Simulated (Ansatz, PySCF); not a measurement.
Species: CH2NS, charge 0, doublet. CH2NS (SMILES S=[C]N, doublet).
B3LYP-D3(BJ)/def2-TZVP minimum from Ansatz (an electronic-structure program):
```
N
H 1 1.0071
C 1 1.3129 2 120.60
H 1 1.0157 2 117.02 3 180.00
S 3 1.5929 1 136.94 2 180.00
```
Charge 0, spin multiplicity 2.

Atomisation energy term by term, kcal/mol (programs: Ansatz). UHF or UKS for unpaired electrons; spin-orbit terms are left out. Correlated methods leave the cores frozen. Rows without X2C or -DK are non-relativistic. CBS(X,Y): correlation extrapolated as X^-3, Hartree-Fock from the larger set. A bracket is a step between two methods taken in the basis named. '+ core + X2C': CCSD(T) terms for core correlation (cc-pwCVTZ, 1s frozen past Ne) and scalar relativity (cc-pVTZ-DK). For partners of very few electrons the exact lower level stands in for a higher one.

```tsv
term	basis	kcal/mol
Hartree-Fock	cc-pV(Q+d)Z	263.04
CCSD correlation	CBS(cc-pV(T+d)Z,cc-pV(Q+d)Z)	138.34
(T)	CBS(cc-pV(T+d)Z,cc-pV(Q+d)Z)	13.03
CCSDT(Q) - CCSD(T)	cc-pV(D+d)Z	1.03
core correlation	cc-pwCVTZ	2.14
scalar relativity	X2C, cc-pVTZ-DK	-0.68
minus zero-point energy	Hessian by PySCF at B3LYP-D3(BJ)/def2-TZVP	-19.58
sum: D0		397.3
```
